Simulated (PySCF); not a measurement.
Isomers of C9H8O.

All values: CAM-B3LYP/def2-SVPD (PySCF) at PBE0-D3(BJ)/def2-SVP geometries, gas phase, one conformer each. Core orbitals are frozen in the response; Δα² is half the sum of the squared differences of the principal polarisabilities.

(1) Rank by polarisability anisotropy Δα, highest first.
A. `O=C1CCC2=CC=CC=C12` (1-indanone)
B. `[O:1]=[CH:2]/[CH:3]=[CH:4]/[c:5]1[cH:6][cH:7][cH:8][cH:9][cH:10]1` with O1–C2–C3–C4 -179°, C3–C4–C5–C6 1° (trans-cinnamaldehyde)
C. `[CH2:1]=[CH:2][c:3]1[cH:4][cH:5][c:6]([CH:7]=[O:8])[cH:9][cH:10]1` with C1–C2–C3–C4 180°, C5–C6–C7–O8 0°
D. `[CH3:1][C:2]#[C:3][c:4]1[cH:5][cH:6][cH:7][c:8]([OH:9])[cH:10]1` with C7–C8–O9–H 180°

(2) Rank by HOMO–LUMO gap, highest first.
A. `O=C1CCc2ccccc21` (1-indanone)
B. `[O:1]=[CH:2]/[CH:3]=[CH:4]/[c:5]1[cH:6][cH:7][cH:8][cH:9][cH:10]1` with O1–C2–C3–C4 -179°, C3–C4–C5–C6 1°
C. `[CH3:1][C:2]#[C:3][c:4]1[cH:5][cH:6][cH:7][c:8]([OH:9])[cH:10]1` with C7–C8–O9–H 180°

(3) Rank by HOMO energy, lowest first.
A. `[CH3:1][C:2]#[C:3][c:4]1[cH:5][cH:6][cH:7][c:8]([OH:9])[cH:10]1` with C7–C8–O9–H 180°
B. `[O:1]=[CH:2]/[CH:3]=[CH:4]/[c:5]1[cH:6][cH:7][cH:8][cH:9][cH:10]1` with O1–C2–C3–C4 -179°, C3–C4–C5–C6 1°
C. 1-indanone, `O=C1CCc2ccccc21`

Results:

(1) B (17.17 Å³), C (15.93 Å³), D (14.15 Å³), A (9.38 Å³).

(2) A (8.04 eV), C (7.72 eV), B (7.00 eV).

(3) C (-8.65 eV), B (-8.29 eV), A (-7.57 eV).

All values together:

```csv
SMILES,μ (D),HOMO (eV),LUMO (eV),α (Å³),Δα (Å³),ΔSCF removal energy (eV)
O=C1CCc2ccccc21,3.77,-8.65,-0.60,15.31,9.38,9.19
O=C/C=C/c1ccccc1,4.78,-8.29,-1.29,17.88,17.17,8.86
CC#Cc1cccc(O)c1,1.78,-7.57,0.15,17.14,14.15,–
C=Cc1ccc(C=O)cc1,3.72,-8.19,-1.23,17.40,15.93,–
```

Conformers: `[O:1]=[CH:2]/[CH:3]=[CH:4]/[c:5]1[cH:6][cH:7][cH:8][cH:9][cH:10]1` with O1–C2–C3–C4 -179°, C3–C4–C5–C6 1°; `[CH3:1][C:2]#[C:3][c:4]1[cH:5][cH:6][cH:7][c:8]([OH:9])[cH:10]1` with C7–C8–O9–H 180°; `[CH2:1]=[CH:2][c:3]1[cH:4][cH:5][c:6]([CH:7]=[O:8])[cH:9][cH:10]1` with C1–C2–C3–C4 180°, C5–C6–C7–O8 0°.

A dash marks a removal energy that wasn't run or isn't settled.
